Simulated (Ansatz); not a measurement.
Reaction (isomerisation): `O=C([SiH3])C(F)F` → `O=CC(F)(F)[SiH3]`

Computed with Ansatz on PBE0-D4/def2-TZVP structures; ΔE is electronic, products minus reactants. CCSD(T)/CBS adds triple-zeta CCSD(T) − MP2 to the extrapolated MP2 energy (def2 sets, frozen cores). One conformer a species, not always the lowest.

```tsv
species	HF/def2-QZVPP energy (Eh)
`O=C([SiH3])C(F)F`	-640.89676
`O=CC(F)(F)[SiH3]`	-640.88890
```

(1) Work out ΔE.

Largest T1 diagnostic among the species: 0.014.

## Answers

(1) ΔE = (-640.88890) − (-640.89676) = 0.00786 Eh = +0.21 eV. CCSD(T)/CBS gives +0.18 eV.
